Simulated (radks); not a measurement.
Valence configurations of Rh IV (all share [Kr]). Calculated with a radial shooting solver on a logarithmic mesh with Libxc functionals: scalar-relativistic Kohn-Sham, PBE, spin-polarised, spherical densities, finite nucleus; open shells are filled with parallel spins first (spin-orbit coupling, left out, can overturn this in heavy ions); Fermi nuclear charge, rms radius 4.4945 fm. Energies are relative to 4d6; eigenvalues in eV for spin up.

[
 {"valence": "4d6", "E (eV)": "0.000", "moment (Bohr magnetons)": "4", "e(4d)": "-40.836", "e(5p)": "-", "e(5s)": "-"},
 {"valence": "4d5.5 5p0.5", "E (eV)": "7.402", "moment (Bohr magnetons)": "5", "e(4d)": "-43.574", "e(5p)": "-24.392", "e(5s)": "-"},
 {"valence": "4d5 5s1", "E (eV)": "7.562", "moment (Bohr magnetons)": "6", "e(4d)": "-45.280", "e(5p)": "-", "e(5s)": "-32.627"},
 {"valence": "4d5 5s0.5 5p0.5", "E (eV)": "11.390", "moment (Bohr magnetons)": "6", "e(4d)": "-45.798", "e(5p)": "-25.276", "e(5s)": "-32.944"},
 {"valence": "4d5 5p1", "E (eV)": "15.230", "moment (Bohr magnetons)": "6", "e(4d)": "-46.310", "e(5p)": "-25.570", "e(5s)": "-"},
 {"valence": "4d4.5 5s1 5p0.5", "E (eV)": "18.059", "moment (Bohr magnetons)": "6", "e(4d)": "-47.797", "e(5p)": "-26.108", "e(5s)": "-33.974"},
 {"valence": "4d4 5s2", "E (eV)": "23.657", "moment (Bohr magnetons)": "4", "e(4d)": "-49.158", "e(5p)": "-", "e(5s)": "-34.020"},
 {"valence": "4d4 5s1 5p1", "E (eV)": "29.250", "moment (Bohr magnetons)": "6", "e(4d)": "-50.292", "e(5p)": "-27.214", "e(5s)": "-35.291"},
 {"valence": "4d3 5s1 5p2", "E (eV)": "53.733", "moment (Bohr magnetons)": "6", "e(4d)": "-55.215", "e(5p)": "-29.313", "e(5s)": "-37.803"},
 {"valence": "4d2 5s2 5p2", "E (eV)": "75.457", "moment (Bohr magnetons)": "4", "e(4d)": "-59.096", "e(5p)": "-30.365", "e(5s)": "-39.149"}
]

NIST lists [Kr] 4d6 as the ground configuration; this level of theory agrees among the configurations tried. The energies are those of spherical high-spin densities, not of single terms.
